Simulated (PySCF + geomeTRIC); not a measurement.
Species: CH3BCl2, SMILES `CB(Cl)Cl` (charge 0, multiplicity 1).

Problem. Give a relaxed geometry from ωB97X-D3(BJ)/def2-TZVP run with PySCF + geomeTRIC.

Solution. the end point of this relaxation (outside a Z-matrix the atoms follow the SMILES, hydrogens last).
Z-matrix (Å, degrees):
```
C
H 1 1.0901
H 1 1.0927 2 109.94
H 1 1.0970 2 108.08 3 115.66
B 1 1.5573 2 112.98 4 119.48
Cl 5 1.7516 1 121.83 2 -14.95
Cl 5 1.7537 1 120.61 2 166.55
```
